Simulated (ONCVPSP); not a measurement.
## Which change was made? (Mn, ONCV)

manganese (Mn), optimised norm-conserving Vanderbilt (ONCV), made with ONCVPSP 4.0.1 (PBE, scalar-relativistic). Core [Ne] 3s2, reference 3p6 3d5 4s2. Waves: 4s: rc 2.15 bohr, ncon 4, nbas 7, qcut 2.4 1/bohr, 2 projectors, debl 1.7 Ha; 3p: rc 1.00 bohr, ncon 4, nbas 7, qcut 7.7 1/bohr, 2 projectors, debl 0.9 Ha; 3d: rc 1.55 bohr, ncon 4, nbas 8, qcut 10.3 1/bohr, 3 projectors, debl 3.3 Ha. Local part: polynomial inside 0.90 bohr (lpopt 5, dvloc0 0 Ha). Core correction: Teter function fitted to the true core (icmod 2), fcfact 0.2.

In the p channel the program set the typed energies aside and used -2.006, 0.250 Ha.

Cutoffs, loose and tight: the cutoffs (Ha) at which the residual kinetic energy of the hardest occupied pseudo-wave falls to 1 and 0.1 mHa per electron. They do not see the model core or the augmentation charge, which bear on the density cutoff. Test errors are all-electron minus pseudo excitation energies from the reference, over the configurations 3p6 3d5 4s1; 3p6 3d5 4s0; 3p6 3d4 4s0; 3p6 3d5.5 4s1.5; variants that change the core or the reference have their own tests. The largest error is taken over the tests solved by every variant that gives reliable tests at all, those not shown here included: 3p6 3d4 4s0; 3p6 3d5 4s0; 3p6 3d5 4s1.

The base gives: outcome: generated, projector energies reset by the program; cutoff, loose: 41 Ha; cutoff, tight: 77 Ha; bound ghosts: s; GHOST(+) flags above zero: none; largest test error (meV): +115.

(1) After one change the result is: outcome: generated, projector energies reset by the program; cutoff, loose: 84 Ha; cutoff, tight: 128 Ha; bound ghosts: s; GHOST(+) flags above zero: d; largest test error (meV): +118. Which change was it?
A. d: rc 2.2
B. core [Ne], valence charge 15; reference 3s2 3p6 3d5 4s2; waves now 3s+4s: rc 1.65 bohr, ncon 5, nbas 9, qcut 6.5 1/bohr, 2 projectors; 3p: rc 0.90 bohr, ncon 3, nbas 6, qcut 7.9 1/bohr, 2 projectors, debl 3.8 Ha; 3d: rc 1.95 bohr, ncon 4, nbas 9, qcut 7.2 1/bohr, 3 projectors, debl 2.7 Ha; local potential polynomial inside 0.75 bohr (lpopt 5, dvloc0 0 Ha)
C. s: qcut 1.8; p: qcut 5.6; d: qcut 7.5
D. s: rc 2.92

Results:

(1) C. The others give: s: rc 2.92 → outcome: generated, projector energies reset by the program; cutoff, loose: 41 Ha; cutoff, tight: 77 Ha; bound ghosts: s; GHOST(+) flags above zero: none; largest test error (meV): -56 | d: rc 2.2 → outcome: generated, projector energies reset by the program; cutoff, loose: 29 Ha; cutoff, tight: 77 Ha; bound ghosts: s; GHOST(+) flags above zero: none; largest test error (meV): +170 | core [Ne], valence charge 15; reference 3s2 3p6 3d5 4s2; waves now 3s+4s: rc 1.65 bohr, ncon 5, nbas 9, qcut 6.5 1/bohr, 2 projectors; 3p: rc 0.90 bohr, ncon 3, nbas 6, qcut 7.9 1/bohr, 2 projectors, debl 3.8 Ha; 3d: rc 1.95 bohr, ncon 4, nbas 9, qcut 7.2 1/bohr, 3 projectors, debl 2.7 Ha; local potential polynomial inside 0.75 bohr (lpopt 5, dvloc0 0 Ha) → outcome: generated; cutoff, loose: 28 Ha; cutoff, tight: 124 Ha; bound ghosts: d; GHOST(+) flags above zero: none; largest test error (meV): +185.
